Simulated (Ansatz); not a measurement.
`C[CH2][Mg][CH2]C` and `C[CH2][Mg][OH]` differ in one atom or group.

Ansatz, PBE0-D4/def2-TZVP geometries, multiplicity 1. Each molecule was computed in one conformer, which needn't be the lowest.

| property | `C[CH2][Mg][CH2]C` |
| --- | --- |
| HOMO energy (ωB97M-V/def2-TZVPP) / eV | -8.06 |
| HOMO energy (PBE/def2-TZVPP) / eV | -4.76 |
| HOMO energy (B3LYP/def2-TZVPP) / eV | -5.70 |
| LUMO energy (PBE/def2-TZVPP) / eV | -1.16 |
| HOMO–LUMO gap (B3LYP/def2-TZVPP) / eV | 4.95 |
| LUMO energy (ωB97M-V/def2-TZVPP) / eV | 0.49 |

Problem. What does the change do to each property? (An estimate is asked.)

Solution. The calculation gave: 
```tsv
property	`C[CH2][Mg][OH]`	shift
HOMO energy (ωB97M-V/def2-TZVPP) / eV	-8.89	-0.83
HOMO energy (PBE/def2-TZVPP) / eV	-5.53	-0.77
HOMO energy (B3LYP/def2-TZVPP) / eV	-6.49	-0.79
LUMO energy (PBE/def2-TZVPP) / eV	-1.42	-0.26
HOMO–LUMO gap (B3LYP/def2-TZVPP) / eV	5.49	0.54
LUMO energy (ωB97M-V/def2-TZVPP) / eV	0.46	-0.03
```

With PBE0 the HOMO falls by 0.76 eV and the LUMO falls by 0.19 eV, so the gap widens by about 0.57 eV. PBE moves the HOMO by -0.77 eV and ωB97M-V by -0.83 eV.

B3LYP here is the variant with VWN-RPA as its local correlation; programs differ in this.
